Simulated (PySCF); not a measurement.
## Computed structure and properties of Bi(CN)3

System: Bi(CN)3 (singlet); start: template (C3v). Method: PySCF 2.14.0, RKS r2SCAN, Bi def2-SVP with ECP60, C def2-SVP, N def2-SVP; non-relativistic Hamiltonian with scalar-relativistic core potentials where named; density fitting; no spin-orbit coupling.

Input of the relaxation:

```python
mol = gto.M(atom='''
Bi     0.00000     0.00000     0.27241
C      2.16021    -0.00001    -0.51419
N      3.25960    -0.00001    -0.91449
C     -1.08010     1.87080    -0.51419
N     -1.62979     2.82290    -0.91449
C     -1.08011    -1.87079    -0.51419
N     -1.62981    -2.82289    -0.91449''',
    basis={'Bi': 'def2-SVP', 'C': 'def2-SVP', 'N': 'def2-SVP'},
    ecp={'Bi': 'def2-SVP'},
    charge=0, spin=0)
mf = dft.RKS(mol, xc='R2SCAN')
mf.grids.atom_grid = (50, 194)
mf = mf.density_fit()  # fitting sets: Bi def2-universal-JKFIT, C def2-universal-JKFIT, N def2-universal-JKFIT
mf.conv_tol = 1e-08; mf.max_cycle = 55
mf.kernel(dm0)  # dm0: converged density of the start geometry
# quasi-Newton relaxation in Cartesian coordinates to a largest gradient under 0.00045 Eh/bohr, steps kept in the point group
```

Run from Python with OMP_NUM_THREADS=2; the lines above give its settings. Where DIIS fails, smearing, a level shift and second-order steps follow.
It took 43 s on 2 threads of Arm Neoverse V2, with other jobs on the host, from the converged density of the start.

Course of the relaxation:

```
step  energy above end (eV)  largest force component within the symmetry (eV/Å)
   0                 0.7711                                               2.119
   1                 0.3100                                               0.735
   2                 0.1052                                               0.582
   3                 0.0217                                               0.159
   4                 0.0128                                               0.071
   5                 0.0053                                               0.436
   6                 0.0006                                               0.057
   7                 0.0002                                               0.116
   8                 0.0000                                               0.023
   9                 0.0000                                               0.002
```

Relaxed geometry (C3v):

```xyz
7

Bi    0.0000    0.0000    0.7121
C     1.8617    0.0000   -0.5228
N     2.9006    0.0000   -1.0525
C    -0.9309    1.6123   -0.5228
N    -1.4503    2.5120   -1.0525
C    -0.9309   -1.6123   -0.5228
N    -1.4503   -2.5120   -1.0525
```

| contact | Å |
| --- | --- |
| Bi1–C2 (CN) | 2.234 |
| Bi1–C4 (CN) | 2.234 |
| Bi1–C6 (CN) | 2.234 |

On the finer grid (75, 302):

```yaml
HOMO: -8.88 eV
LUMO: -3.42 eV
Dipole_about_the_centre_of_mass: 6.43 D
Set_of_Mulliken_populations_of_Bi1_outside_the_core_potential: s 3.80, p 7.99, d 10.14
D3_BJ_dispersion_energy_not_in_the_energies: -0.065 eV
```

```json
{"atom": "Bi1", "Mulliken (e)": "1.07", "Löwdin (e)": "0.80", "spin (e)": "0.00"}
{"atom": "C2", "Mulliken (e)": "-0.31", "Löwdin (e)": "-0.23", "spin (e)": "0.00"}
{"atom": "N3", "Mulliken (e)": "-0.04", "Löwdin (e)": "-0.03", "spin (e)": "0.00"}
{"atom": "C4", "Mulliken (e)": "-0.31", "Löwdin (e)": "-0.23", "spin (e)": "0.00"}
{"atom": "N5", "Mulliken (e)": "-0.04", "Löwdin (e)": "-0.03", "spin (e)": "0.00"}
{"atom": "C6", "Mulliken (e)": "-0.31", "Löwdin (e)": "-0.23", "spin (e)": "0.00"}
{"atom": "N7", "Mulliken (e)": "-0.04", "Löwdin (e)": "-0.03", "spin (e)": "0.00"}
```

No frequency check is given for this geometry.

Taking off one CN (charge -1, singlet; the rest: singlet) in vacuum, both parts rigid, costs 9.35 eV; the small basis without counterpoise inflates it. Most of it is the attraction of opposite charges; other ways to part are cheaper, and one spin state was tried for the rest.

Rigid scan of CN along the line from its metal:

(distance to C2 (Å), energy (eV)): (1.93, 0.855), (2.03, 0.328), (2.13, 0.071), (2.23, 0.000), (2.33, 0.055), (2.43, 0.193), (2.63, 0.608), (2.93, 1.331), (3.33, 2.185), (3.83, 2.939)

One start shape was tried, so this needn't be the lowest isomer.
